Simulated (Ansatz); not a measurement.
Single points on Ga7P6H20⁻, a cluster cut from zinc blende GaP (hydrogen-capped).

```yaml
crystal:
  periodic: [false, false, false]
  atoms:
    - {symbol: Ga, position_ang: [0.777692, -3.614787, 0.734432]}
    - {symbol: Ga, position_ang: [-2.842237, 2.842398, -1.715271]}
    - {symbol: Ga, position_ang: [0.665041, -0.663808, -2.294440]}
    - {symbol: Ga, position_ang: [-2.009938, -0.840582, 0.432912]}
    - {symbol: Ga, position_ang: [0.549041, -0.551000, 3.414966]}
    - {symbol: Ga, position_ang: [0.839788, 2.009919, 0.434396]}
    - {symbol: Ga, position_ang: [3.614437, -0.777271, 0.736008]}
    - {symbol: P, position_ang: [-3.106509, 0.478936, -1.322299]}
    - {symbol: P, position_ang: [-0.448692, -2.138965, -0.756996]}
    - {symbol: P, position_ang: [1.921091, -1.921796, 1.996111]}
    - {symbol: P, position_ang: [-0.478997, 3.106946, -1.321158]}
    - {symbol: P, position_ang: [2.139083, 0.449555, -0.755584]}
    - {symbol: P, position_ang: [-0.661579, 0.660571, 1.679067]}
    - {symbol: H, position_ang: [1.807295, -4.450104, -0.142958]}
    - {symbol: H, position_ang: [-0.302304, -4.363828, 1.632563]}
    - {symbol: H, position_ang: [-3.559252, 3.560171, -0.493207]}
    - {symbol: H, position_ang: [-3.198834, 3.200138, -3.217519]}
    - {symbol: H, position_ang: [1.462961, -1.460499, -3.409884]}
    - {symbol: H, position_ang: [-0.420367, 0.422122, -2.769000]}
    - {symbol: H, position_ang: [-3.172546, -1.524794, 1.258987]}
    - {symbol: H, position_ang: [-0.517506, -1.436397, 4.194019]}
    - {symbol: H, position_ang: [1.433808, 0.515065, 4.195393]}
    - {symbol: H, position_ang: [1.523292, 3.172525, 1.261084]}
    - {symbol: H, position_ang: [4.450649, -1.805888, -0.141679]}
    - {symbol: H, position_ang: [4.362572, 0.302735, 1.634890]}
    - {symbol: H, position_ang: [-2.992194, -0.212304, -2.567197]}
    - {symbol: H, position_ang: [-4.518973, 0.309551, -1.137376]}
    - {symbol: H, position_ang: [-1.298406, -2.963497, -1.567780]}
    - {symbol: H, position_ang: [2.680391, -2.681263, 2.948162]}
    - {symbol: H, position_ang: [0.212412, 2.992719, -2.565946]}
    - {symbol: H, position_ang: [-0.309364, 4.519349, -1.135936]}
    - {symbol: H, position_ang: [2.963941, 1.299837, -1.565452]}
    - {symbol: H, position_ang: [-1.565806, 1.564275, 2.326705]}
basis:
  gaussian: {orbitals: def2-SVP, fitting: {mean_field: def2-universal-jkfit}, initial_orbitals: start.molden}
total_charge: -1
hamiltonian: {xc: pbe, dispersion: d4}
scf: {omitted_lower_state_checks: [starts]}
output: {orbitals: {seedname: orbitals}}
```

The file start.molden holds the orbitals of an earlier run on this structure, at another level or in another basis.

```sh
$ ansatz run in.yaml --threads 2 --pin off --events-out ev --progress --plain --max-ram 32768MiB --backend cuda --devices 0, --max-vram 18GiB
```

It prints (some lines left out):

```
Functional definition: PBE
2990 factors; integrals over basis functions are off by at most 3.5e-1 eV
mean field evaluation 1: about -422566.4205 eV, gradient 1.8e1 eV
mean field evaluation 2: about -422567.0591 eV, gradient 5.7e-1 eV
mean field evaluation 4: about -422567.0517 eV, gradient 1.8e-3 eV
mean field -422567.05169371 eV, -15529.0527235089 hartree, gradient 2.4e-5 eV, S^2 0.000000; 0 other end points of the search recorded, 0 dependent functions left out
reference -422567.05178102 eV, -15529.0527267172 hartree; 164, 164 occupied and 268, 268 virtual orbitals, 2990 factors
Total energy: -422569.45558412 eV, -15529.1410648519 hartree
Checks for a lower state left out: starts
```

Run time 7 s (2 threads of AMD EPYC 7R13 on a shared host and a share (18 GiB) of an NVIDIA H100 80GB HBM3).

First input, but with `gaussian: {orbitals: def2-SVP, initial_orbitals: start.molden}`, `correlation: {method: mp2}` and without the key `hamiltonian` (abridged; 12 s):

```
Functional definition: HF
mean field -422231.76243164 eV, -15516.7310703950 hartree, gradient 1.7e-6 eV, S^2 0.000000
93 core orbitals not correlated: weight in the atoms' cores, before any rotation towards them, 1.000 or more for the frozen orbitals, at most 0.000 for the correlated occupied ones
second order -63.30235041 eV of doubles, -0.00000000 eV of singles
Total energy: -422295.06478205 eV, -15519.0573888646 hartree
Checks for a lower state left out: starts
```

The first input with `hamiltonian: {xc: {name: LC-wPBE, parameters: {omega: 0.1/bohr}}}` (abridged; 7 s):

```
Functional definition: LC-wPBE
mean field -422571.98911265 eV, -15529.2341703081 hartree, gradient 1.4e-5 eV, S^2 0.000000
Total energy: -422571.98911295 eV, -15529.2341703190 hartree
Checks for a lower state left out: starts
```

First input, but with `hamiltonian: {xc: {name: LC-wPBE, parameters: {omega: 0.3/bohr}}}` (abridged; 8.5 s):

```
Functional definition: LC-wPBE
mean field -422580.53015554 eV, -15529.5480478450 hartree, gradient 1.3e-5 eV, S^2 0.000000
Total energy: -422580.53015556 eV, -15529.5480478459 hartree
Checks for a lower state left out: starts
```

First input, but with `gaussian: {orbitals: def2-TZVP, fitting: {mean_field: def2-universal-jkfit}, initial_orbitals: start.molden}`, `hamiltonian: {xc: r2scan, dispersion: d4}` (abridged; 9.5 s):

```
Functional definition: r2SCAN
mean field -422710.45089288 eV, -15534.3225468788 hartree, gradient 1.3e-5 eV, S^2 0.000000
Total energy: -422711.10349297 eV, -15534.3465294898 hartree
Checks for a lower state left out: starts
```

Geometry: PBE-D4/def2-SVP.

Correlated methods freeze 93 core orbitals; core or outer-core shells of Ga are correlated, in sets that lack core-valence functions. Single mean-field runs in def2-SVP, def2-TZVP are fitted with def2-universal-jkfit.
